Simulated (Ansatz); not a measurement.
Reactions of FIn, SMILES `[F][In]`.

Isolated molecules relaxed with PBE0-D4/def2-TZVP in Ansatz; ΔE leaves out vibrations. CCSD(T)/CBS is the MP2 limit (def2-TZVPP, def2-QZVPP) plus CCSD(T) − MP2 in def2-TZVPP, frozen cores. This one scheme is used for every species, atoms too. DFT in def2-TZVPP. Open shells (•) are unrestricted, without spin–orbit coupling. Spin–orbit coupling would lower the free atoms: a little for F; strongly for In. Elements past krypton have def2 core potentials. Bonds to I, In are less sure, by a few kJ/mol each and by 10 to 20 or more in all where they break to atoms, as the def2 sets lack core-valence functions. Each species was taken in one conformer, which may not be the lowest.

| reaction | PBE-D4 (kcal/mol) | LDA (SPW92) (kcal/mol) | r2SCAN-D4 (kcal/mol) |
| --- | --- | --- | --- |
| `[F][In]` → F• + In• | 133.8 | 152.1 | 128.9 |
| `[F][In]` + `C=[CH][In]([Cl])[Cl]` → `[Cl][In]` + `C=[CH][In]([F])[Cl]` | 2.5 | 2.9 | 2.3 |
| `[F][In]` + HCl → `[Cl][In]` + H–F | -10.0 | -10.4 | -10.4 |
| `[F][In]` + HI → `[In][I]` + H–F | -15.6 | -15.8 | -15.7 |

(1) Give the CCSD(T)/CBS values in the same order. (An estimate is asked.)

Largest T1 diagnostic: 0.018, for `[F][In]`.

## Answers

(1) Ansatz gave: 131.9, 2.7, -11.6, -17.8 kcal/mol.
